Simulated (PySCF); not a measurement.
# Computed vibrations of Bi2OF4

Bi2OF4 (singlet). PySCF 2.14.0, RKS BP86, Bi def2-SVP with ECP60, O def2-SVP, F def2-SVP; non-relativistic Hamiltonian with scalar-relativistic core potentials where named; density fitting; no spin-orbit coupling. Central differences of gradients.

```xyz
7

Bi    0.1856    0.0000    1.9885
Bi    0.1856    0.0000   -1.9885
O     0.8270    0.0000    0.0000
F    -1.1948    1.5152    1.9426
F    -1.1948   -1.5152    1.9426
F    -1.1948    1.5152   -1.9426
F    -1.1948   -1.5152   -1.9426
```

Run from Python with OMP_NUM_THREADS=2. Where DIIS fails, smearing, a level shift and second-order steps follow.
It took 98 s on 2 threads of Arm Neoverse V1 (shared host).

(1) What are the harmonic wavenumbers and infrared intensities?

(2) Is this a minimum?

## Answers

(1) Modes are labelled in C2v; negative numbers are unstable modes, those under 60 cm⁻¹ near the noise; a finer grid moves soft modes by up to 10 cm⁻¹.
```csv
cm⁻¹,km/mol,symmetry
61,2.0,a1
65,0.0,a2
84,7.0,b2
126,0.0,a2
142,21.1,b1
176,10.1,a1
178,3.5,b1
201,10.3,b2
207,0.8,a1
296,18.5,a1
558,59.2,b1
560,0.0,a2
565,114.8,b2
574,77.7,a1
718,420.7,b1
```

(2) Yes. Ideal gas at 298.15 K and 1 bar: S = 446.6 J/(mol K), Cp = 133.9 J/(mol K), H − H(0 K) = 29.0 kJ/mol (rigid rotor, harmonic modes, spin degeneracy alone).
